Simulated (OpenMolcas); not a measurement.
A calculation on Cl IV.

```json
{
 "Program": "OpenMolcas",
 "Method": "MS-RASPT2, IPEA 0.25 Eh, imaginary shift 0.1 Eh (closed shells correlated: 2s 2p)",
 "Basis": "ANO-RCC-VQZP [6s5p3d2f1g]",
 "Scalar Hamiltonian": "DKH2, point nucleus",
 "Active space": "4 electrons in 9 orbitals (RAS2 3s 3p; RAS3 3d, at most 2 electrons)",
 "State averaging": "2S+1 = 3 even, 6 roots; 2S+1 = 1 even, 12 roots; 2S+1 = 5 odd, 1 root; 2S+1 = 3 odd, 9 roots; 2S+1 = 1 odd, 8 roots",
 "Spin-orbit coupling": "RASSI with atomic mean-field integrals over the reference wave functions, term energies averaged over their components"
}
```

(1) Which level of the active space comes out lowest?

(2) How high does 3s² 3p² ³P₂ lie?

(3) How high does 3s 3p³ ³D°₁ lie?

(4) How high does 3s² 3p² ¹S₀ lie?

Measured values: Moore, Atomic Energy Levels, vol. I, NSRDS-NBS 35 (1971 reprint of NBS Circular 467, 1949).

## Answers

(1) 3s² 3p² ³P₀, with 100 % of that term; it is also the measured ground level.

(2) 1190 cm⁻¹ above the lowest level; measured 1341 cm⁻¹ above the ground level, so the calculation is off by -11 %.

(3) 103030 cm⁻¹ above the lowest level.

(4) 32780 cm⁻¹ above the lowest level; measured 32550 cm⁻¹ above the ground level, so the calculation is off by +1 %.

CASPT2 does not keep the components of a term degenerate, so their means are used; among the terms shown or strongly mixed into the levels shown the widest spread is 23 cm-1 (3s 3p³ ³D°). Configurations are named by rounded mean occupations; where the s occupation lies near a half they are strongly mixed, a name can repeat and a true partner stay unpaired. Active for correlation alone: 3d; no level in the range computed is led by a configuration that fills it, so any true level of that kind is missing. Some terms mix strongly with configurations of 3d, whose occupation reaches 0.52 (3s 3p³ ³D°, 3s 3p³ ³P°, 3s 3p³ ¹D°). Measured partners are found by configuration, term and J. A level has none where our copy of the source lacks it or the pairing is in doubt (some pairs that miss far off the trend of their configuration count as doubtful), and it then counts in no deviation. Only configurations of the active space appear.

° marks odd parity.
